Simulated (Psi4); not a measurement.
H3B (SMILES B), singlet, at a GFN2-xTB geometry; MP2/6-31G** (Psi4).

Here is a job for Psi4.
```
memory 2 GB

molecule mol {
0 1
B     0.000000    0.000000   -0.000000
H    -1.135864   -0.056950   -0.250068
H     0.422067   -0.569597    0.923787
H     0.713797    0.626546   -0.673719
}

set {
  basis 6-31g**
  reference rhf
}

energy('mp2')
print_variables()
```

It wrote (shortened):

```
    SCF Algorithm Type (re)set to DF.

   => Loading Basis Set <=

    Name: 6-31G**
    Role: ORBITAL
    Keyword: BASIS

         ---------------------------------------------------------
                                   SCF
               by Justin Turney, Rob Parrish, Andy Simmonett
                          and Daniel G. A. Smith
                              RHF Reference
         ---------------------------------------------------------

  ==> Geometry <==

    Molecular point group: c1
    Full point group: C1

    Geometry (in Angstrom), charge = 0, multiplicity = 1:

       Center              X                  Y                   Z               Mass
    ------------   -----------------  -----------------  -----------------  -----------------
         B            0.000000000000     0.000000071819    -0.000000000000    11.009305360000
         H           -1.135864000000    -0.056949928181    -0.250068000000     1.007825032230
         H            0.422067000000    -0.569596928181     0.923787000000     1.007825032230
         H            0.713797000000     0.626546071819    -0.673719000000     1.007825032230

  Running in c1 symmetry.

  Rotational constants: A =      8.22379  B =      8.22379  C =      4.11189 [cm^-1]
  Rotational constants: A = 246543.11728  B = 246542.91539  C = 123271.50817 [MHz]
  Nuclear repulsion =    7.603722527871978

  Charge       = 0
  Multiplicity = 1
  Electrons    = 8
  Nalpha       = 4
  Nbeta        = 4

  ==> Algorithm <==

  SCF Algorithm Type is DF.
  DIIS enabled.
  MOM disabled.
  Fractional occupation disabled.
  Guess Type is SAD.
  Energy threshold   = 1.00e-08
  Density threshold  = 1.00e-08
  Integral threshold = 1.00e-12

  ==> Primary Basis <==

  Basis Set: 6-31G**
    Blend: 6-31G**
    Number of shells: 15
    Number of basis functions: 30
    Number of Cartesian functions: 30
    Spherical Harmonics?: false
    Max angular momentum: 2

   => Loading Basis Set <=

    Name: (6-31G** AUX)
    Role: JKFIT
    Keyword: DF_BASIS_SCF

  ==> Integral Setup <==

  SCF_SUBTYPE=INCORE selected. In-core MEM_DF algorithm will be used.
  Using in-core AOs.

  ==> MemDFJK: Density-Fitted J/K Matrices <==

    J tasked:                   Yes
    K tasked:                   Yes
    wK tasked:                   No
    Algorithm:                 Core
    Schwarz Cutoff:           1E-12
    Mask sparsity (%):       0.0000
    Fitting Condition:        1E-10

   => Auxiliary Basis Set <=

[...]
  @DF-RHF Final Energy:   -26.39204473380924
    Total Energy =                        -26.3920447338092359
[...]

  //>>>>>>>>>>>>>>>>>>>>>>>>>>>>>>>>>>>//
  //               DFMP2               //
  //<<<<<<<<<<<<<<<<<<<<<<<<<<<<<<<<<<<//

   => Loading Basis Set <=

    Name: (6-31G** AUX)
    Role: RIFIT
    Keyword: DF_BASIS_MP2

	 --------------------------------------------------------
	                          DF-MP2
	      2nd-Order Density-Fitted Moller-Plesset Theory

	        Rob Parrish, Justin Turney, Andy Simmonett,
	           Ed Hohenstein, and C. David Sherrill
	 --------------------------------------------------------

   => Auxiliary Basis Set <=

  Basis Set: (6-31G** AUX)
    Blend: CC-PVDZ-RI
    Number of shells: 36
    Number of basis functions: 98
    Number of Cartesian functions: 111
    Spherical Harmonics?: true
    Max angular momentum: 3

	 --------------------------------------------------------
	                 NBF =    30, NAUX =    98
	 --------------------------------------------------------
	   CLASS    FOCC     OCC    AOCC    AVIR     VIR    FVIR
	   PAIRS       0       4       4      26      26       0
	 --------------------------------------------------------

	-----------------------------------------------------------
	 ==================> DF-MP2 Energies <====================
	-----------------------------------------------------------
	 Reference Energy          =     -26.3920447338092359 [Eh]
	 Singles Energy            =      -0.0000000000000000 [Eh]
	 Same-Spin Energy          =      -0.0102348395449722 [Eh]
	 Opposite-Spin Energy      =      -0.0879367895910254 [Eh]
	 Correlation Energy        =      -0.0981716291359975 [Eh]
	 Total Energy              =     -26.4902163629452332 [Eh]
	-----------------------------------------------------------
	 ================> DF-SCS-MP2 Energies <==================
	-----------------------------------------------------------
	 SCS Same-Spin Scale       =       0.3333333333333333 [-]
	 SCS Opposite-Spin Scale   =       1.2000000000000000 [-]
	 SCS Same-Spin Energy      =      -0.0034116131816574 [Eh]
	 SCS Opposite-Spin Energy  =      -0.1055241475092304 [Eh]
	 SCS Correlation Energy    =      -0.1089357606908878 [Eh]
	 SCS Total Energy          =     -26.5009804945001228 [Eh]
	-----------------------------------------------------------

  Variable Map:
  ----------------------------------------------------------------------------
[...]
  Array Variable Map:
  ----------------------------------------------------------------------------
[...]
[...]
```
